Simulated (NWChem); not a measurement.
System: CH$_{3}$ClSSe; SMILES CS[Se]Cl

NWChem input:

```
start job
memory heap 200 mb stack 900 mb global 1100 mb
geometry units angstroms noautosym nocenter noautoz
  Se     0.772344    -0.396692    -0.087343
  Cl    -0.884564    -1.908571     0.107135
  S     -0.065966     1.469052     0.649450
  C     -0.964473     2.167292    -0.794937
  H     -0.295434     2.288867    -1.648528
  H     -1.335900     3.145876    -0.474368
  H     -1.808781     1.527419    -1.058561
end
basis spherical
  * library 6-31g*
end
dft
  xc b3lyp
  iterations 150
end
property
  shielding
end
task dft property
```

Excerpt of the output:

```
             Northwest Computational Chemistry Package (NWChem) 7.3.0
             --------------------------------------------------------

                             Geometry "geometry" -> ""
                             -------------------------

 Output coordinates in angstroms (scale by  1.889725989 to convert to a.u.)

  No.       Tag          Charge          X              Y              Z
 ---- ---------------- ---------- -------------- -------------- --------------
    1 Se                  34.0000     0.77234400    -0.39669200    -0.08734300
    2 Cl                  17.0000    -0.88456400    -1.90857100     0.10713500
    3 S                   16.0000    -0.06596600     1.46905200     0.64945000
    4 C                    6.0000    -0.96447300     2.16729200    -0.79493700
    5 H                    1.0000    -0.29543400     2.28886700    -1.64852800
    6 H                    1.0000    -1.33590000     3.14587600    -0.47436800
    7 H                    1.0000    -1.80878100     1.52741900    -1.05856100

 Effective nuclear repulsion energy (a.u.)     425.1004998044

                              NWChem Property Module
                              ----------------------

  itol2e modified to match energy
  convergence criterion.

                                 NWChem DFT Module
                                 -----------------

 Summary of "ao basis" -> "ao basis" (spherical)
 ------------------------------------------------------------------------------
       Tag                 Description            Shells   Functions and Types
 ---------------- ------------------------------  ------  ---------------------
 Se                          6-31g*                 12       32   5s4p3d
 Cl                          6-31g*                  8       18   4s3p1d
 S                           6-31g*                  8       18   4s3p1d
 C                           6-31g*                  6       14   3s2p1d
 H                           6-31g*                  2        2   2s

  itol2e modified to match energy
  convergence criterion.

[...]

          -----------------------------------------
          Chemical Shielding Tensors (GIAO, in ppm)
          -----------------------------------------

                                NWChem CPHF Module
                                ------------------

  scftype          =     RHF
  nclosed          =       38
  nopen            =        0
  variables        =     1900
  # of vectors     =        3
  tolerance        = 0.10D-03
  level shift      = 0.00D+00
  max iterations   =       50
  max subspace     =       30

 SCF residual:    2.4896496797703453E-005

Iterative solution of linear equations
  No. of variables     1900
  No. of equations        3
  Maximum subspace       30
        Iterations       50
       Convergence  1.0D-04

   iter   nsub   residual    time
   ----  ------  --------  ---------
     1      3    5.56D-01     115.4
     2      6    8.01D-02     129.3
     3      9    8.75D-03     143.7
     4     12    6.06D-04     157.8
     5     15    3.40D-05     171.4

      Atom:    1  Se
        Diamagnetic
   2996.9621      1.9867     -2.6822
      1.9867   3002.5442      2.2024
     -2.6822      2.2024   2987.4555

        Paramagnetic
  -2376.6797    834.1913   -170.4036
    834.1913  -3084.4060   -102.0049
   -170.4036   -102.0049  -2932.1654

        Total Shielding Tensor
    620.2824    836.1780   -173.0858
    836.1780    -81.8618    -99.8025
   -173.0858    -99.8025     55.2901

           isotropic =     197.9036
          anisotropy =    1518.9191

          Principal Components and Axis System
                 1           2           3
             1210.5163   -637.9176     21.1120

      1         0.8213     -0.5552      0.1311
      2         0.5445      0.8315      0.1100
      3        -0.1701     -0.0189      0.9852

      Atom:    2  Cl
        Diamagnetic
   1147.6490      8.3469     -0.8551
      8.3469   1149.3081     -0.7897
     -0.8551     -0.7897   1139.0367

        Paramagnetic
   -289.2506     44.2913   -214.8231
     44.2913    -34.5559    192.1343
   -214.8231    192.1343   -765.0394

        Total Shielding Tensor
    858.3983     52.6382   -215.6782
     52.6382   1114.7522    191.3446
   -215.6782    191.3446    373.9973

           isotropic =     782.3826
          anisotropy =     568.3143

          Principal Components and Axis System
                 1           2           3
             1161.2588    938.9986    246.8904

      1         0.0009      0.9400      0.3413
      2         0.9718      0.0797     -0.2221
      3         0.2360     -0.3318      0.9134

      Atom:    3  S
        Diamagnetic
   1049.3053     -6.0881      2.2545
     -6.0881   1059.9640      1.4837
      2.2545      1.4837   1052.5878

        Paramagnetic
   -750.4873     -8.7273   -108.0439
     -8.7273   -545.6963    134.0466
   -108.0439    134.0466   -904.1467

        Total Shielding Tensor
    298.8180    -14.8154   -105.7894
    -14.8154    514.2677    135.5303
   -105.7894    135.5303    148.4411

           isotropic =     320.5090
          anisotropy =     371.1657

          Principal Components and Axis System
                 1           2           3
              567.9528    329.7087     63.8654

      1        -0.1860      0.9046      0.3837
      2         0.9203      0.2971     -0.2545
      3         0.3442     -0.3057      0.8877

      Atom:    4  C
        Diamagnetic
    251.4988     -4.0535      4.9156
     -4.0535    253.5031     -4.3875
      4.9156     -4.3875    255.4363

[...]
```

Level: B3LYP/6-31G* (spherical d), GIAO. Coordinates come from a B3LYP/6-31G* (spherical d) optimisation. B3LYP is NWChem's, with the RPA form of VWN correlation. The printed shielding anisotropy is the first printed principal value minus the mean of the other two.
